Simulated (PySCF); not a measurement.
A structure optimised at B3LYP-D3(BJ)/def2-SVP, used in a PySCF frequency run:

```
O
C 1 1.4129
H 2 1.1027 1 108.44
H 2 1.1058 3 108.26 1 121.60
H 2 1.1064 3 108.25 4 116.58
Sb 1 1.9931 2 120.50 3 -173.23
O 6 1.9843 1 99.84 2 -38.39
H 7 0.9718 6 108.09 1 79.68
O 6 2.0076 7 88.56 8 -16.27
H 9 0.9684 6 113.18 7 159.50
```
Charge 0, spin multiplicity 1.

Problem. Write its SMILES and formula.

Solution. C[O][Sb]([OH])[OH], CH5O3Sb

Problem. What are its rotational constants (standard atomic weights)?

Solution. 3.6815, 2.2022, 2.1776 GHz
